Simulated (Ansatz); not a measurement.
Frontier orbitals of C₃H₁₀OSi, SMILES `CC[SiH2]CO`.

Charge 0, multiplicity 1. Geometry: relaxed with PBE0-D4/def2-TZVP. It is one conformer, not always the lowest. Basis def2-TZVPP, Ansatz 0.2.0.

| functional | HOMO (eV) | LUMO (eV) | gap (eV) |
| --- | --- | --- | --- |
| PBE | -5.86 | -0.47 | 5.39 |
| PBE0 | -7.36 | 0.41 | 7.77 |
| r2SCANh | -6.73 | 0.36 | 7.09 |
| BHLYP | -8.80 | 1.11 | 9.91 |
| ωB97X-V | -9.80 | 2.33 | 12.13 |
| ωB97M-V | -9.71 | 1.94 | 11.65 |

Against PBE, PBE0 changes HOMO and LUMO by −1.50 and +0.87 eV, ωB97M-V by −3.85 and +2.41 eV. A gap of 5.40 eV thus becomes 11.65 eV for the same molecule, so an orbital gap means little without its functional. A positive LUMO is unbound and depends on the basis.
